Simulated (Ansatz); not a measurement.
Ligand exchange: B(CH3)2F + C2H6O2 → B(CH3)2(OH) + C2H5FO

Species: B(CH3)2F, singlet; C2H6O2 `COCO`, singlet; B(CH3)2(OH), singlet; C2H5FO (methoxymethyl fluoride) `COCF`, singlet. The partners trade F for OH: B–F and C–OH bonds give way to B–OH and C–F.

Shapes, held fixed at every level: PBE0-D4/def2-TZVP. Flexible molecules stand in one conformer, not always the lowest. Programs: Ansatz 0.2.0. Electronic energies: no zero-point or thermal term.

**Question.** Estimate ΔE of this reaction.

**Answer.** The highest level, CCSD(T)/CBS estimate, gives ΔE = +9.5 kJ/mol; the levels span +6.4 to +10.1. The column of differences is taken from that level and isn't an error. No measured value is set beside it here. The CBS estimate extrapolates MP2 from def2-TZVPP and def2-QZVPP and adds CCSD(T) − MP2 in the triple-zeta set, cores frozen.

```csv
level,kind,ΔE (kJ/mol),less CCSD(T)/CBS estimate
PBE-D4/def2-TZVPP,GGA,+6.4,-3.1
r2SCAN-D4/def2-TZVPP,meta-GGA,+8.0,-1.5
B3LYP-D4/def2-TZVPP,global hybrid,+7.8,-1.7
PBE0-D4/def2-TZVPP,global hybrid,+8.3,-1.2
B2PLYP/def2-TZVPP,double hybrid,+8.8,-0.7
CCSD/def2-TZVPP,coupled cluster or CI,+10.1,+0.6
CCSD(T)/CBS estimate,coupled cluster or CI,+9.5,0.0
```
